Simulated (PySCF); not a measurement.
Isomers of C12H20Si. Method: PBE0-D3(BJ)/def2-SVP geometry optimisation, gas phase (PySCF 2.14.0). One conformer each; no zero-point energy, no entropy. No frequencies were run at this level. Point groups hold within 0.08 Å.

Question: Rank from lowest to highest electronic energy at this level (kJ/mol).
A. `[CH2:1]1[CH2:2][CH:3]1[Si:4]([CH:5]1[CH2:6][CH2:7]1)([CH:8]1[CH2:9][CH2:10]1)[CH:11]1[CH2:12][CH2:13]1` with C2–C3–Si4–C5 -33°, C3–Si4–C5–C6 -152°, C3–Si4–C8–C9 -33°, C3–Si4–C11–C12 -36°
B. `[CH2:1]=[CH:2][CH2:3][Si:4]([CH2:5][CH:6]=[CH2:7])([CH2:8][CH:9]=[CH2:10])[CH2:11][CH:12]=[CH2:13]` with C1–C2–C3–Si4 100°, C2–C3–Si4–C5 180°, C3–Si4–C5–C6 68°, Si4–C5–C6–C7 -99°, C3–Si4–C8–C9 62°

Answer: B (0.0), A (28.6).

As drawn, the lower has a C=C bond outside aromatic rings, which the higher lacks; the higher has a three-membered ring, which the lower lacks.

```json
{"SMILES": "C=CC[Si](CC=C)(CC=C)CC=C", "E (Eh)": "-757.65638", "E rel (kJ/mol)": "0.0", "dipole (D)": "0.41", "point group": "C1", "A, B, C (MHz)": "589.5, 512.1, 474.9"}
{"SMILES": "C1CC1[Si](C1CC1)(C1CC1)C1CC1", "E (Eh)": "-757.64550", "E rel (kJ/mol)": "28.6", "dipole (D)": "0.04", "point group": "C1", "A, B, C (MHz)": "730.3, 597.1, 570.1"}
```

Q: How do the relative energies change in single points at PBE0/pcSseg-1 (no added dispersion term) on the same geometries?

A: 
| SMILES | PBE0-D3(BJ)/def2-SVP (kJ/mol) | PBE0/pcSseg-1 (kJ/mol) | shift |
| --- | --- | --- | --- |
| C=CC[Si](CC=C)(CC=C)CC=C | 0.0 | 0.0 | 0.0 |
| C1CC1[Si](C1CC1)(C1CC1)C1CC1 | 28.6 | 49.5 | +20.9 |

Each column counts from its own lowest isomer. The order is unchanged; the largest shift is 20.9 kJ/mol.
